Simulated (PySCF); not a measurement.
Si(F)2(OMe)(SH) (CH4F2OSSi), SMILES CO[Si](F)(F)S.

Coordinates come from a PBE-D3(BJ)/def2-SVP optimisation. The structure was generated by enumeration, and PubChem lists no compound with its InChIKey, so it may never have been made. One conformer was computed; it need not be the lowest.

Two levels are set side by side: TDDFT-PBE/def2-SVPD (PySCF) and TDDFT-M06-2X/def2-SVPD (PySCF). Vertical, same geometry. The lowest singlet is HOMO→LUMO 99 % with PBE and HOMO→LUMO+1 60 %, HOMO→LUMO 22 %, HOMO→LUMO+2 10 % with the other functional; states are paired by order. Differences are taken from unrounded values.

```tsv
quantity	TDDFT-M06-2X
lowest singlet excitation (eV)	6.34
lowest triplet excitation (TDA) (eV)	6.00
```

**Question.** What does TDDFT-PBE give, and how far is it from TDDFT-M06-2X? (An estimate is asked for; the answer gives what the named calculation found.)

**Answer.** 
```
quantity                              TDDFT-PBE  TDDFT-PBE minus TDDFT-M06-2X
------------------------------------  ---------  ----------------------------
lowest singlet excitation (eV)             6.06                         -0.28
lowest triplet excitation (TDA) (eV)       5.66                         -0.35
```

Functionals without exact exchange tend to place singlet excitations lower, as here. Differences between two approximate levels are no errors against the true value.

Rough cost on one machine, each run with all the roots and properties that it gave: TDDFT-M06-2X against TDDFT-PBE about 10 times.
